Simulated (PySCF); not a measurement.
An unknown is described by computed data only.

Elements present: C, Cl, H, N and Si. Monoisotopic mass: 195.9531 u.

- Rotational structure: rotational constants A, B, C: 0.974, 0.647, 0.454 GHz [GFN2-xTB]
- 13C NMR: chemical shifts (computed TMS as zero) by class: 122.3 (1 C) ppm [GIAO PBE0/pcSseg-1]
- 1H NMR: chemical shifts (computed TMS as zero) by class: 6.22 (1 H), 4.88 (6 H), 4.36 (1 H), 4.15 (1 H) ppm [GIAO PBE0/pcSseg-1]
- NMR, other nuclei: isotropic shieldings of nuclei other than C and H, by class: -105 (1 N), 260 (1 N), 352 (1 Si), 395 (2 Si), 460 (1 Si), 929 (1 Cl) ppm [GIAO PBE0/pcSseg-1]
- Dipole: 2.78 D [PBE0/pcSseg-1]

Electronic properties: PySCF, gas phase, density fitting. Levels stand in brackets. One conformer (not necessarily the lowest) at the GFN2-xTB geometry, without solvent, vibrations or thermal averaging. GFN2-xTB frequencies show an imaginary mode (36i cm⁻¹), so this geometry is no minimum at that level. NMR classes are plain means over equivalent atoms (diastereotopic ones count apart unless rotation or inversion swaps them), as if these changed places fast.

Task: Which formula fits the mass and the elements?

Result: CH9ClN2Si4 (calculated 195.9531). No other formula that holds each of these elements comes within 0.0003 u with a fitting electron parity and a possible valence count.

Task: Propose a structure and show how it fits.

Result: Numbering: `[N:1]#[C:2][SiH2:3][Si@H:4]([Cl:5])[N:6]([SiH3:7])[SiH3:8]`. Its formula, CH9ClN2Si4, gives 2 degrees of unsaturation: 0 rings and 2 π bonds in the structure found. The one carbon: cyano carbon [C2] (122.3 ppm). Hydrogen classes from least to most shielded: 1 H on a chlorine-bound silicon, Si4 (6.22 ppm), 6 H on 2 SiH3 silicons, Si7/Si8 (4.88 ppm, a mean of values up to 0.5 ppm apart in this geometry), 1 H on an SiH2 silicon, Si3 (4.36 ppm), 1 H on an SiH2 silicon, Si3 (4.15 ppm). The other shieldings belong to: -105 ppm, cyano nitrogen [N1]; 260 ppm, nitrogen bridging silicon atoms [N6]; 352 ppm, chlorine-bound silicon [Si4]; 395 ppm, SiH3 silicon [Si7/Si8]; 460 ppm, SiH2 silicon [Si3]; 929 ppm, silicon-bound chlorine [Cl5]. The optimised geometry has point group C1 and is an asymmetric top. Structure: `N#C[SiH2][Si@H](Cl)N([SiH3])[SiH3]`. The assignments are read from this structure; whether some other isomer fits the data as well wasn't checked. The mirror image fits equally.

Shape of the structure used: `[N:1]#[C:2][SiH2:3][Si@H:4]([Cl:5])[N:6]([SiH3:7])[SiH3:8]`: C2–Si3–Si4–Cl5 -165°, Si3–Si4–N6–Si7 -84°.
